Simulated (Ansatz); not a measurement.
Hf₂Si, relaxed as a singlet with RKS r2SCAN-D4/def2-TZVP in Ansatz, starting from packed atoms. Force threshold 0.02 eV/Å.

In the def2 sets Hf takes a core potential; there is no spin–orbit coupling. The restricted singlet is unstable: a solution with broken spin symmetry lies lower. At r2SCAN-D4/def2-TZVP a triplet of charge 0 lies 0.40 eV below the restricted singlet, each at its own geometry. The structure comes from a short search, and lower isomers may exist.

Start:

```xyz
3

Hf   -1.583    0.820   -0.172
Hf    1.491    0.541    0.944
Si    0.091   -1.361   -0.772
```

(1) Estimate the energy that the relaxation releases and the steps that it takes.

(2) Does the start keep its bonding and symmetry?

(3) Predict the relaxed structure.

Results:

(1) 2.30 eV, in 5 steps; 31 s on 2 threads of Arm Neoverse V2 on a shared host. No frequencies were taken in this run, so the end may be a saddle point.

(2) By distances, no bond broke or formed. The bond that changes most is Hf1–Hf2, from 3.28 to 2.58 Å (atoms count from 1). Point group Cs at the start, C2v at the end, both within 0.05 Å.

(3) 
Cartesian coordinates in Å:
```
Hf -1.267 0.744 -0.085
Hf 1.156 0.485 0.770
Si 0.110 -1.228 -0.685
```
Bond lengths (bridged metal pairs left out): 2 × Hf–Si 2.48 Å; 1 × Hf–Hf 2.58 Å.
